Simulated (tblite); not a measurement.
Compound: C6H8F (doublet state).
SMILES with atom numbers: `[CH3:1][C:2]1=[C:3]([F:4])[CH2:5][CH:6][CH2:7]1` (hydrogens: H8, H9, H10 on C1; H11, H12 on C5; H13 on C6; H14, H15 on C7)

All values are computed: GFN2-xTB (tblite) harmonic vibrations without scaling, gas phase. Against measured fundamentals such values can be off by several per cent, at times by over 20. Open shells enter through the occupations alone, without spin polarisation, and single modes of such species can be off by tens of per cent.

Harmonic wavenumbers (cm⁻¹): 121.2, 179.2, 196.2, 237.5, 288.9, 308.2, 399.0, 461.8, 569.6, 644.1, 798.8, 863.3, 891.9, 950.5, 1005.4, 1016.3, 1042.8, 1047.5, 1087.4, 1111.6, 1184.9, 1219.5, 1287.1, 1295.1, 1314.7, 1404.1, 1432.3, 1437.6, 1473.3, 1478.9, 1755.2, 2823.2, 2826.1, 2878.0, 2885.2, 2996.3, 3010.6, 3051.4, 3163.2.

A = 3458, B = 3000, C = 1656 MHz; mass 99.061 u (most abundant isotopes); point group Cs, symmetry number 1; spin multiplicity 2.

Task: Zero-point energy?

Result: ½Σν̃ = 26069 cm⁻¹ = 74.53 kcal/mol.

Task: What is S at 273.15 K and 1 bar for an ideal gas of classical rigid rotors and harmonic oscillators?

Result: Translation 39.28, rotation 27.07, vibration 14.45, spin (R ln 2) 1.38: S = 82.2 cal/(mol K).

Task: And Cp and H(273.15 K) − H(0)?

Result: Cp = 27.05 cal/(mol K), of which vibrations give 19.10 (their classical limit is 39 R = 77.5); H(273.15 K) − H(0) = 4.56 kcal/mol without the zero-point energy, 2.39 from vibrations.

Task: What must be added to the electronic energy to get the Gibbs energy at 273.15 K and 1 bar?

Result: ZPE + [H(273.15 K) − H(0)] − T·S = 74.53 + 4.56 − 22.45 = 56.64 kcal/mol.

Task: How do the functions run with temperature in this model?

Result: 
| T (K) | S (cal/(mol K)) | Cp (cal/(mol K)) | H − H(0) (kcal/mol) | G − H(0) (kcal/mol) | ln q(vib) |
| --- | --- | --- | --- | --- | --- |
| 150 | 69.0 | 17.9 | 1.80 | -8.55 | 1.01 |
| 250 | 79.9 | 25.3 | 3.95 | -16.01 | 2.50 |
| 298.15 | 84.6 | 29.0 | 5.26 | -19.97 | 3.28 |
| 400 | 94.3 | 36.9 | 8.62 | -29.09 | 4.98 |
| 600 | 111.7 | 49.4 | 17.33 | -49.72 | 8.47 |
| 900 | 134.3 | 61.4 | 34.11 | -86.73 | 13.64 |

q(vib) and H(0) count from the zero-point level.

Hindered rotation and anharmonicity are outside this model.

On AMD EPYC 9R45, one thread, no GPU, shared host with 96 logical CPUs at a one-minute load of 51, this took 0.24 s wall. The figure is for the frequency step alone.
